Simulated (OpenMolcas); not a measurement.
A run on Fe2+ among 6 point charges of -1.5 e arranged as a tetragonal octahedron (D4h), 1.69 Å from the ion, with the axial distance 1.994 Å. The active orbitals were held to one l.

- Program: OpenMolcas 26.06
- Method: CASSCF
- Basis: ANO-RCC-VTZP [6s5p3d2f1g]
- Scalar Hamiltonian: DKH2, point nucleus
- Active space: 6 electrons in 5 orbitals (3d)
- State averaging: 2S+1 = 5 even, 5 roots; 2S+1 = 3 even, 45 roots; 2S+1 = 1 even, 50 roots
- Spin-orbit coupling: RASSI with atomic mean-field integrals over the reference wave functions

59 basis functions. Blocks (2S+1, parity, CSFs, roots kept): 5, even, 5, 5; 3, even, 45, 45; 1, even, 50, 50.

Question: How long do the RASSCF and RASSI steps take on 1 thread of Intel(R) Xeon(R) Platinum 8259CL CPU @ 2.50GHz (Skylake/Cascade Lake), with other jobs on the host?

Answer: About 40 s of wall time, without the integral step.
